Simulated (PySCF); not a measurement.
**Vibration and rotation of ErH**

UHF-SCS-MP2 constants of ErH, doublet, about 12.0 electrons in the 4f shell (Mulliken), real f orbitals that mix terms (Er x2c-SVPall, H x2c-SVPall; spin-free X2C with a Gaussian nucleus (PySCF 2.14); masses 165.9303 and 1.0078 u):

```
ωe              : 1313.4 cm⁻¹
ωexe            : 19.2 cm⁻¹
Be              : 3.9821 cm⁻¹
αe              : 0.0869 cm⁻¹
D (centrifugal) : 0.000146 cm⁻¹
```

Question: Give the vibrational terms G(v) and spacings up to v = 6.

Answer: G(v) = ωe(v+½) − ωexe(v+½)².

| v | G(v) (cm⁻¹) | G(v) − G(v−1) | Bv (cm⁻¹) |
| --- | --- | --- | --- |
| 0 | 651.9 |  | 3.939 |
| 1 | 1926.9 | 1275.0 | 3.852 |
| 2 | 3163.5 | 1236.6 | 3.765 |
| 3 | 4361.7 | 1198.2 | 3.678 |
| 4 | 5521.5 | 1159.8 | 3.591 |
| 5 | 6642.9 | 1121.4 | 3.504 |
| 6 | 7725.9 | 1083.0 | 3.417 |

Correlated steps freeze 18 core orbitals. These are scalar-relativistic numbers at best; spin–orbit coupling would shift them, the dissociation energy most. With d or f electrons several states lie close, and the lowest PBE0 determinant need not be the measured ground state.
